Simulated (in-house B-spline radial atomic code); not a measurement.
O⁺. Computed with a B-spline radial atomic code. Model: non-relativistic spherical atom: semilocal Troullier-Martins pseudo-atom, one channel per l, against all electrons, high spin, G0W0 and RPA with empty states to l = 8, local potential for every l without a channel, a model core (radius 0 = none) keeps its share of the functional.

What the tables leave out is listed at the end.

The pseudopotential gives back the lowest level of each angular momentum of its own functional in the configuration it was made in; a second state of the same l is only approximately right. Exact exchange, RPA and GW see the smooth pseudo-orbitals and miss the exchange with the core, for which the functional's share stands in. The column with an uncorrelated core keeps all orbitals and exact exchange, and so separates missing core correlation from pseudisation. Only the three outermost levels and the lowest empty one were computed. RPA here is direct RPA, with no exchange kernel, and its energies carry an (l + 1/2)⁻⁴ tail. A hybrid on a potential with a model core restores only its own semilocal share of the core's exchange.

Command:
```bash
python run_psgw.py task.json out
```
Settings (lengths in bohr, energies in hartree):
```
Z                      8
electrons              7
configuration          [He] 2s2 2p3
generated_in           [He] 2s2 2p4
functional             lda,vwn
core_shells            1
radius_factor          1
core_correction        True
```

Run time, properties included: 14 s on 1 thread of Arm Neoverse N1, on a shared host.

Given: made with LDA VWN5; model core radius 0.355 bohr; local radius 0.921 bohr; mean-field start LDA VWN5.

Valence shells of the generating configuration: 2s, 2p.

Channel: s 0.87, p 1.208 (radii in bohr).

Computed: largest level miss in the spin-unpolarised generating configuration 0 eV; valence RPA correlation energy all-electron orbitals -0.24053 hartree; valence RPA correlation energy pseudo -0.24258 hartree; all-electron RPA polarisability, core included 2.2761 bohr³.

| level | occupied | mean-field all-electron (eV) | mean-field pseudo minus all (eV) | G0W0 all-electron (eV) | G0W0 uncorrelated core minus all (eV) | G0W0 pseudo minus all (eV) | exchange self-energy all-electron (eV) | exchange self-energy pseudo (eV) |
| --- | --- | --- | --- | --- | --- | --- | --- | --- |
| 2p up | 1 | -26.448 | -0.032 | -34.551 | 0.074 | -0.135 | -33.293 | -32.285 |
| 2s down | 1 | -35.582 | 0.105 | -43.244 | 0.058 | -0.13 | -24.312 | -21.938 |
| 2p down (empty) | 0 | -20.811 | 0.079 | -14.107 | 0.073 | -0.403 | -5.4867 | -4.6767 |

(1) What is the pseudo-atom RPA polarisability?

Given: mean-field start PBE0.

Computed: valence RPA correlation energy all-electron orbitals -0.22373 hartree; valence RPA correlation energy pseudo -0.22516 hartree; pseudo-atom RPA polarisability 2.0096 bohr³.

| level | occupied | mean-field all-electron (eV) | mean-field pseudo minus all (eV) | G0W0 all-electron (eV) | G0W0 uncorrelated core minus all (eV) | G0W0 pseudo minus all (eV) | exchange self-energy all-electron (eV) | exchange self-energy pseudo (eV) |
| --- | --- | --- | --- | --- | --- | --- | --- | --- |
| 2p up | 1 | -28.979 | -0.064 | -34.894 | 0.072 | 0.11 | -33.323 | -32.357 |
| 2s down | 1 | -37.594 | 0.384 | -43.237 | 0.06 | 0.248 | -24.453 | -21.995 |
| 2p down (empty) | 0 | -18.228 | 0.066 | -13.609 | 0.068 | -0.052 | -5.3326 | -4.5856 |

(2) What is the all-electron RPA polarisability, core included?

Results:

(1) 2.2786 bohr³.

(2) 1.9953 bohr³.

Among the listed levels the largest G0W0 shift of the pseudo-atom is -0.40 eV, for 2p down (empty) on the LDA VWN5 start, while leaving the core uncorrelated moves that level by +0.07 eV. So pseudisation and the lost core exchange, not the missing core correlation, make the error. Not in the tables (levels of low weight, unsolved or above zero; the highest and the empty levels are kept at any weight): on LDA the G0W0 levels 2s up (pseudo minus all +0.01 eV, weights 0.17 and 0.17); on PBE0 the G0W0 levels 2s up (pseudo minus all +0.22 eV, weights 0.38 and 0.39); no Hartree-Fock pseudo-atom is run with a model core.
